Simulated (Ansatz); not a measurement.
Consider the ligand exchange at the Si–O bond: `NBO[SiH2]F` + H₂Se → `F[SiH2][SeH]` + `NBO`.

Computed with Ansatz on PBE0-D4/def2-TZVP structures; ΔE is electronic, products minus reactants. CBS: MP2 limit from def2 TZ/QZ plus the TZ coupled-cluster correction, frozen cores. This one scheme is used for every species. Functionals use def2-TZVPP. B3LYP here is the variant with VWN-RPA as its local correlation; programs differ in this. For Se outer-core shells are correlated without core-valence functions, which leaves a few kJ/mol of doubt a bond. Scalar relativity is left out up to krypton. Each species was taken in one conformer, which may not be the lowest.

Q: Is it downhill or uphill in electronic energy at CCSD(T)/CBS, and by how much? (An estimate is asked.)

A: Computed: Uphill: ΔE = +47.9 kJ/mol.

Q: What do these levels give: r2SCAN-D4, B3LYP-D4, HF/def2-TZVPP, HF/def2-QZVPP, MP2/def2-QZVPP, MP2/CBS(def2)? (Best estimate.)

A: Ansatz gave: r2SCAN-D4 45.1, B3LYP-D4 50.6, HF/def2-TZVPP 66.4, HF/def2-QZVPP 68.2, MP2/def2-QZVPP 47.1, MP2/CBS(def2) 44.5 kJ/mol.

Largest T1 diagnostic among the species: 0.012.

From PBE to PBE0 (25 % exact exchange), in def2-TZVPP and without D4, ΔE moves by +4.9 kJ/mol. In def2-TZVPP, CCSD(T) changes the Hartree–Fock value by −13.8 kJ/mol (the triples alone add −2.5 kJ/mol) and MP2 by −17.2 kJ/mol.
